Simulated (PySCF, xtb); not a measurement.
Al(H)(Me)(SiH3) (CH₇AlSi), SMILES [CH3][AlH][SiH3].

Harmonic wavenumbers (cm⁻¹) from GFN2-xTB in xtb 6.7.1 at its own minimum, in rising order: 13, 19, 91, 260, 282, 364, 387, 458, 554, 617, 672, 787, 823, 832, 1301, 1440, 1449, 1654, 2082, 2098, 2102, 2881, 2893, 2906.

Question: What does ωB97X-D3(BJ)/def2-SVP (PySCF 2.14.0) give at its own minimum? (Estimate from the structure and the level; the computed values follow.)

Answer: 5, 17, 129, 345, 381, 435, 441, 581, 642, 668, 767, 891, 952, 956, 1231, 1430, 1437, 1927, 2214, 2217, 2224, 3048, 3134, 3163. Paired by order, the mean absolute difference is 103 cm⁻¹ and the zero-point energies are 38.6 and 41.8 kcal/mol.
